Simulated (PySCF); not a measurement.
Mapped SMILES: `[CH3:1][NH:2][c:3]1[cH:4][c:5]2[s:6][cH:7][cH:8][c:9]2[s:10]1` (H(Xn): hydrogen on atom n).

Geometry: PBE0-D3(BJ)/def2-SVP; GIAO absolute shieldings from PySCF 2.14, gas phase, non-relativistic, averaged over equivalent atoms.

At wB97X-D/pcSseg-1 (219 basis functions, 2.5 min wall time on 1 thread of an Intel Xeon, shared host):
```tsv
atoms	σ (ppm)
C3	17.7
C5	35.8
C9	54.1
C7	54.9
C8	59.4
C4	89.6
C1	151.8
N2	195.2
S6	318.1
S10	342.6
H(C8)	24.37
H(C7)	24.56
H(C4)	25.48
H(N2)	28.40
H(C1)	28.60
```

Task: Estimate the result of repeating the calculation with PBE0/pcSseg-1.

Result: 
```
atoms  σ at PBE0/pcSseg-1  change
   C3                21.1    +3.4
   C5                38.8    +3.0
   C9                55.6    +1.5
   C7                57.6    +2.7
   C8                61.0    +1.6
   C4                89.5    -0.1
   C1               151.9    +0.1
   N2               191.7    -3.5
   S6               321.5    +3.4
  S10               346.2    +3.6
H(C8)               24.29   -0.08
H(C7)               24.51   -0.05
H(C4)               25.34   -0.14
H(N2)               28.22   -0.18
H(C1)               28.47   -0.13
```

The largest change is at S10 (aromatic ring sulfur). Cost: 219 basis functions, 2.3 min wall time on 1 thread of an Intel Xeon, shared host. The order of the carbon signals is the same at both levels.
